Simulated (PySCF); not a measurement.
C₂H₇OSi, charge -1, multiplicity 1. Atoms are numbered in the order given.

```xyz
11

C      0.1653    -0.8708    -1.5100
Si    -0.3008     0.2320     0.0000
C      0.1653    -0.8708     1.5100
O      0.3103     1.7023     0.0000
H     -0.3244    -1.8598    -1.4557
H      1.2565    -1.0291    -1.5570
H     -0.1420    -0.3884    -2.4524
H     -1.8351     0.1376     0.0000
H      1.2565    -1.0291     1.5570
H     -0.1420    -0.3884     2.4524
H     -0.3244    -1.8598     1.4557
```
Charge -1, spin multiplicity 1.

Geometry optimised at B3LYP-D3(BJ)/def2-SVPD. The multiplicity is an assumed one; no other spin state was optimised. The isomer is the one that the SMILES or the coordinates give; other isomers of the formula were not compared.

Level of theory: PySCF with PBE0/pcSseg-1.

GIAO shieldings, no solvent; atoms alike by connectivity are averaged. δ = σ(ref) − σ: ¹³C against TMS (σ = 186.3 ppm); ²⁹Si against TMS (σ = 352.7 ppm); ¹⁷O against H2O (σ = 334.2 ppm); ¹H against TMS (σ = 31.56 ppm), references at their B3LYP-D3(BJ)/def2-TZVP geometries, non-relativistic.

```csv
atoms,nucleus,count,δ (ppm)
"C1, C3",¹³C,2,?
Si2,²⁹Si,1,?
O4,¹⁷O,1,134.6
H8,¹H,1,5.68
"H5, H6, H7, H9, H10, H11",¹H,6,-0.40
```

Q: What belongs in the gaps? (The exact figures need the calculation; the answer reports its results.)

A: 
- Si2, δ (ppm): -47.4
- C1, C3, δ (ppm): 9.8
